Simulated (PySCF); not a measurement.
# PdC: one state, many levels of theory

State: ³Π (triplet), unpaired electrons σ ↑, π ↑. Set-up: basis Pd def2-TZVPP with ECP28, C def2-TZVPP; scalar-relativistic core potentials; PySCF 2.14. De refers to Pd (4d10) + C in their high-spin ground configurations, without counterpoise correction. The functionals are run spin-unrestricted. A positive dipole means Pd(−)C(+). Levels whose curve was spin-contaminated or gave no clean fit are not listed.

```tsv
Level	Re (Å)	ωe (cm⁻¹)	De (eV)	μ (D)	CPU s a point (SCF and correlation, without the integrals)
ROHF	1.913	470	n/a	-2.28	1.1
PBE	1.741	804	4.18	-2.22	1.5
r²SCAN	1.730	812	4.02	-2.27	2.5
B3LYP	1.753	759	3.25	-2.38	2.8
PBE0	1.740	777	3.33	-2.50	3.1
MN15	1.738	778	3.31	-2.43	3.6
BHandHLYP	1.770	696	2.35	-2.66	2.1
M06-2X	1.748	711	2.50	-2.60	3.8
ωB97M-V	1.751	745	2.85	-2.82	9.8
```

**Question.** What does the step from GGA to meta-GGA do here, going from PBE to r²SCAN?

**Answer.** r²SCAN less PBE: -1.1 pm in Re, +1.0 % in ωe, -0.16 eV in De. 

The metal atom is held in its measured ground configuration; semilocal functionals can put another filling of s and d lower by some tenths of an eV, and De to that atom would be smaller. Spin–orbit coupling is left out, which matters for elements this heavy, above all for dissociation energies. UHF is strongly spin-contaminated for PdC, so the ROHF reference used there is far from stable. With d or f electrons several states lie close, and the lowest PBE0 determinant need not be the measured ground state.

The whole job (state search and all levels along the bond) took about 20 min on 1 thread of Arm Neoverse V1 (shared host), peak memory 2.8 GiB.
